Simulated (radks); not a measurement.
Ionisation of the praseodymium ion Pr43+, [Ne] 3s2 3p4, to [Ne] 3s2 3p3 as the strength of local exchange is varied. Method: scalar-relativistic Kohn-Sham, Slater X-alpha exchange (alpha = 2/3 is LDA exchange), no correlation, spin-polarised, spherical densities, point nucleus; open shells are filled with parallel spins first (spin-orbit coupling, left out, can overturn this in heavy ions); computed with a radial shooting solver on a logarithmic mesh with Libxc functionals.

alpha  E(Pr43+) (hartree)  exchange (hartree)  IE (eV)  -e of the level emptied (eV)  <r> of it (bohr)
0.553          -7540.1244            -96.4340   3428.0                   3384.0 (3p)            0.2423
0.667          -7560.1251           -116.5209   3444.1                   3401.0 (3p)            0.2417
0.732          -7571.5450           -128.0056   3453.4                   3410.7 (3p)            0.2414
0.826          -7588.0806           -144.6551   3466.8                   3424.8 (3p)            0.2408
0.926          -7605.6985           -162.4203   3481.0                   3439.8 (3p)            0.2403

NIST Atomic Spectra Database: 3419 eV (theoretical). The central value is not met in this range of alpha. Open shells are spherical and high-spin; term and fine-structure splittings are not resolved. Spin-orbit splitting is averaged out at the scalar-relativistic level.
